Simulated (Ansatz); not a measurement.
Cost and result for the atomization energy of `F[CH]1[SiH2][GeH2]1` (9 atoms, 9 bonds).

```xyz
9

F     2.1353   -0.2585    0.2669
C     0.7964   -0.2323    0.5676
Si   -0.5241   -1.0300   -0.5316
Ge   -0.4547    1.2324   -0.0171
H     0.6393   -0.4197    1.6331
H    -1.3947   -2.0980    0.0194
H    -0.0699   -1.2986   -1.9157
H     0.0484    2.1411   -1.1387
H    -1.1761    1.9637    1.1161
```

Charge 0, multiplicity 1. Correlated methods include outer-core shells of Ge, which these sets cover unevenly. Scalar relativity is left out up to krypton. All single points use the PBE0-D4/def2-TZVP geometry. Program: Ansatz. All runs use 4 threads of an Arm Neoverse V1 on a shared host. Times are those of one run each, without the atoms' runs, and a repeat can differ threefold. Electronic energies, without spin–orbit coupling; frozen cores. CCSD(T)/CBS adds CCSD(T) − MP2 in def2-TZVPP to the MP2 limit, and its time is that of the two runs behind it. T1 = 0.013. With those shells the extrapolation isn't a true limit. B3LYP takes the VWN-RPA correlation (the form of Gaussian; ORCA's B3LYP/G).

CCSD(T)/CBS is a level of theory with its own doubt, some kJ/mol a heavy atom from the limit and from the frozen cores, so smaller differences don't rank the functionals.

```
                             level  functions  wall time  atomization (kcal/mol)  difference from CCSD(T)/CBS  per bond
   PBE-D4/def2-TZVPP (with forces)        222      2.3 s                   663.8                          7.6       0.9
                PBE0-D4/def2-TZVPP        222      2.9 s                   652.2                         -4.0      -0.4
 B3LYP-D4/def2-TZVPP (with forces)        222      4.1 s                   650.4                         -5.8      -0.6
r2SCAN-D4/def2-TZVPP (with forces)        222      4.5 s                   658.3                          2.1       0.2
                 B2PLYP/def2-TZVPP        222      4.9 s                   643.3                        -12.9      -1.4
                ωB97X-V/def2-TZVPP        222      7.5 s                   659.6                          3.4       0.4
  ωB97M-V/def2-TZVPP (with forces)        222       11 s                   652.7                         -3.5      -0.4
                    MP2/def2-QZVPP        423       19 s                   653.4                         -2.8      -0.3
                CCSD(T)/def2-TZVPP        222      120 s                   638.7                        -17.5      -1.9
                 CCSD(T)/CBS(def2)          –    2.3 min                   656.2                          0.0       0.0
```

From PBE to PBE0 (25 % exact exchange), in def2-TZVPP and without D4, the atomization energy moves by −10.9 kcal/mol: exact exchange takes away binding that semilocal exchange gives to molecules. In def2-TZVPP, CCSD(T) changes the Hartree–Fock value by +179.6 kcal/mol (the triples alone add +11.0 kcal/mol) and MP2 by +184.0 kcal/mol; breaking electron pairs costs correlation energy, which Hartree–Fock lacks. The D4 term adds +7.2 kcal/mol with B3LYP and +3.7 kcal/mol with PBE0; it sums over pairs of atoms, weighted by their polarisabilities, and B3LYP, whose exchange is more repulsive, gets the larger term.
